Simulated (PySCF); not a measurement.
B3LYP has the VWN-RPA correlation part, as in Gaussian. 

```xyz
14

Ti     0.0212    -0.0366    -0.1572
C      0.6788     1.5992    -1.2078
H      0.0218     2.4249    -0.8451
H      0.5456     1.4815    -2.3042
H      1.7368     1.8480    -0.9796
C     -0.9557    -1.3649    -1.3770
H     -0.5412    -2.3928    -1.3050
H     -0.9920    -1.0421    -2.4387
H     -1.9896    -1.3572    -0.9555
C      1.5723    -0.9592     0.8243
H      1.9140    -1.8823     0.3097
H      1.1492    -1.2294     1.8201
H      2.4302    -0.2683     0.9676
H     -1.1127     0.5081     1.0329
```

Charge 0, multiplicity 1.

Question: Give the Mulliken and meta-Löwdin atomic charges from B3LYP-D3(BJ)/def2-TZVP // PBE-D3(BJ)/def2-SVP (PySCF).

Answer: 
| atom | Mulliken (e) | meta-Löwdin (e) |
|---|---|---|
| Ti1 | 1.03 | 1.20 |
| C2 | -0.67 | -0.66 |
| H3 | 0.14 | 0.12 |
| H4 | 0.12 | 0.12 |
| H5 | 0.13 | 0.12 |
| C6 | -0.66 | -0.66 |
| H7 | 0.13 | 0.12 |
| H8 | 0.12 | 0.12 |
| H9 | 0.14 | 0.12 |
| C10 | -0.67 | -0.66 |
| H11 | 0.13 | 0.12 |
| H12 | 0.14 | 0.12 |
| H13 | 0.13 | 0.12 |
| H14 | -0.19 | -0.28 |
